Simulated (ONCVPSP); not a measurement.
**Which change was made? (Lu, ONCV)**

| Item | Value |
| --- | --- |
| Element | Lu (Z = 71) |
| Generator | ONCVPSP 4.0.1 |
| Type | optimised norm-conserving Vanderbilt (ONCV) |
| Functional | PW91 |
| Relativity | scalar-relativistic |
| Frozen core | [Kr] 4d10 |
| Valence charge | 25 |
| Reference configuration | 4f14 5s2 5p6 5d1 6s1 (charge +1) |
| Partial waves | 5s+6s: rc 1.95 bohr, ncon 3, nbas 6, qcut 6.1 1/bohr, 3 projectors, debl 1.5 Ha; 5p: rc 1.85 bohr, ncon 4, nbas 7, qcut 6.6 1/bohr, 2 projectors, debl 0.5 Ha; 5d: rc 2.25 bohr, ncon 4, nbas 7, qcut 3.8 1/bohr, 1 projector; 4f: rc 0.90 bohr, ncon 3, nbas 7, qcut 22.7 1/bohr, 1 projector |
| Local potential | polynomial inside 0.90 bohr (lpopt 5, dvloc0 0 Ha) |
| Core correction | Teter function, fcfact 1.75, rcfact 1.65 |

In the p channel the program set the typed energies aside and used -1.413, 0.250 Ha.

Cutoffs, loose and tight: the cutoffs (Ha) at which the residual kinetic energy of the hardest occupied pseudo-wave falls to 1 and 0.1 mHa per electron. They do not see the model core or the augmentation charge, which bear on the density cutoff. Test errors are all-electron minus pseudo excitation energies from the reference, over the configurations 4f14 5s2 5p6 5d1 6s2; 4f14 5s2 5p6 5d1 6s0; 4f14 5s2 5p6 5d0 6s0; 4f13 5s2 5p6 5d2 6s2; variants that change the core or the reference have their own tests.

The base gives: outcome: generated, projector energies reset by the program; cutoff, loose: 187 Ha; cutoff, tight: 207 Ha; bound ghosts: s; GHOST(+) flags above zero: p, d; largest test error (meV): -37.

Question: After one change the result is: outcome: generated, projector energies reset by the program; cutoff, loose: 176 Ha; cutoff, tight: 196 Ha; bound ghosts: none; GHOST(+) flags above zero: s, p, d; largest test error (meV): -40. Which change was it?
A. all radii but the core radius scaled by about 0.78 (s 1.52, p 1.44, d 1.76, f 0.70 bohr); local potential polynomial inside 0.70 bohr (lpopt 5, dvloc0 0 Ha)
B. all radii but the core radius scaled by about 1.31 (s 2.56, p 2.42, d 2.94, f 1.18 bohr); local potential polynomial inside 1.18 bohr (lpopt 5, dvloc0 0 Ha)
C. all radii but the core radius scaled by about 0.90 (s 1.76, p 1.66, d 2.02, f 0.80 bohr); local potential polynomial inside 0.80 bohr (lpopt 5, dvloc0 0 Ha)
D. all radii but the core radius scaled by about 1.07 (s 2.08, p 1.98, d 2.40, f 0.96 bohr); local potential polynomial inside 0.96 bohr (lpopt 5, dvloc0 0 Ha)

Answer: D. The others give: all radii but the core radius scaled by about 0.90 (s 1.76, p 1.66, d 2.02, f 0.80 bohr); local potential polynomial inside 0.80 bohr (lpopt 5, dvloc0 0 Ha) → outcome: generated, projector energies reset by the program; cutoff, loose: 206 Ha; cutoff, tight: 227 Ha; bound ghosts: s; GHOST(+) flags above zero: p; largest test error (meV): -64 | all radii but the core radius scaled by about 1.31 (s 2.56, p 2.42, d 2.94, f 1.18 bohr); local potential polynomial inside 1.18 bohr (lpopt 5, dvloc0 0 Ha) → outcome: failed: ERROR pspot: first pseudo wave function has node, program will stop | all radii but the core radius scaled by about 0.78 (s 1.52, p 1.44, d 1.76, f 0.70 bohr); local potential polynomial inside 0.70 bohr (lpopt 5, dvloc0 0 Ha) → outcome: generated, projector energies reset by the program; cutoff, loose: 224 Ha; cutoff, tight: 245 Ha; bound ghosts: s, p; GHOST(+) flags above zero: d; largest test error (meV): -96.
